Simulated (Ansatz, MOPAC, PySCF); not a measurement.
Spectroscopic constants of BeH-, closed-shell singlet (lowest of 2S+1 = 1, 3 at CCSD(T)/def2-TZVPP on PBE0 minima; our sources give no spin for the ground state, which may be another).

Seven points along R, fitted to fifth degree in 1/R; most abundant isotopes. In def2 and cc sets the state is the lowest found near the PBE0 minimum, followed along R. The singlet is held restricted. HF and MP2 rows in def2 and cc sets belong to the determinant that coupled cluster picked by its CCSD energy.

Programs: Ansatz (Gaussian basis) for Hartree–Fock, density functionals and correlated methods; MOPAC for AM1 (differences of heats of formation); PySCF for 3-21G rows, 6-31G* rows. Values without a source in brackets are computed.

```csv
level,r_e (Å),ω_e (cm⁻¹),α_e (cm⁻¹),B_e (cm⁻¹)
AM1,1.392,1570,-0.017,9.60
HF/3-21G,1.507,1483,0.33,8.18
HF/6-31G*,1.498,1479,0.36,8.28
HF/aug-cc-pVTZ,1.413,1704,0.39,9.31
HF/aug-cc-pVQZ,1.411,1711,0.40,9.34
HF/aug-cc-pV5Z,1.410,1712,0.40,9.35
SVWN5/def2-TZVPP,1.448,1515,0.42,8.87
r2SCAN/def2-TZVPP,1.440,1550,0.43,8.97
B97M-V/def2-TZVPP,1.438,1541,0.40,8.99
PBE0/def2-TZVPP,1.440,1559,0.42,8.97
BHLYP/def2-TZVPP,1.418,1636,0.41,9.25
wB97M-V/def2-TZVPP,1.428,1572,0.44,9.11
MP2/6-31G*,1.488,1507,0.36,8.40
MP2/def2-TZVPP,1.424,1629,0.39,9.17
MP2/aug-cc-pVQZ,1.412,1695,0.40,9.33
MP2/def2-QZVPP,1.425,1645,0.39,9.15
MP2/aug-cc-pV5Z,1.411,1699,0.40,9.35
"MP2/CBS(aug-cc-pVQZ, aug-cc-pV5Z)",1.410,1701,0.40,9.35
SCS-MP2/aug-cc-pVTZ,1.414,1683,0.40,9.30
SCS-MP2/def2-TZVPP,1.425,1623,0.40,9.15
SCS-MP2/aug-cc-pVQZ,1.411,1696,0.40,9.35
SCS-MP2/def2-QZVPP,1.426,1642,0.39,9.15
SCS-MP2/aug-cc-pV5Z,1.409,1700,0.40,9.36
CCSD/aug-cc-pVTZ,1.422,1634,0.42,9.19
CCSD/def2-TZVPP,1.436,1576,0.41,9.02
CCSD/aug-cc-pVQZ,1.418,1648,0.43,9.25
CCSD/aug-cc-pV5Z,1.417,1650,0.43,9.26
CCSD(T)/def2-TZVPP,1.437,1570,0.41,9.01
CCSD(T)/aug-cc-pVQZ,1.419,1641,0.43,9.23
"CCSD(T)/CBS(aug-cc-pVQZ, aug-cc-pV5Z)",1.418,1645,0.43,9.25
```

Correlated levels freeze the inner cores; with def2 sets outer-core shells near the valence are correlated too. CBS(a, b) extrapolates the correlation energy as X⁻³ and adds the Hartree–Fock energy of set b. Rows in 3-21G, 6-31G* carry no dispersion term and start afresh at each structure (6-31G* with six Cartesian d functions). MP2/6-31G* freezes PySCF's default core, which is smaller on s-block atoms. The state that AM1 reach isn't checked.

Doubts at one or more of the structures used: a restricted determinant that unrestricted orbitals would lower (HF/aug-cc-pVTZ, HF/aug-cc-pVQZ, HF/aug-cc-pV5Z, MP2/def2-TZVPP, MP2/aug-cc-pVQZ, MP2/def2-QZVPP, MP2/aug-cc-pV5Z, MP2/CBS(aug-cc-pVQZ, aug-cc-pV5Z), SCS-MP2/aug-cc-pVTZ, SCS-MP2/def2-TZVPP, SCS-MP2/aug-cc-pVQZ, SCS-MP2/def2-QZVPP, SCS-MP2/aug-cc-pV5Z, CCSD/aug-cc-pVTZ, CCSD/def2-TZVPP, CCSD/aug-cc-pVQZ, CCSD/aug-cc-pV5Z, CCSD(T)/def2-TZVPP, CCSD(T)/aug-cc-pVQZ, CCSD(T)/CBS(aug-cc-pVQZ, aug-cc-pV5Z)).

Ansatz is an electronic-structure program.
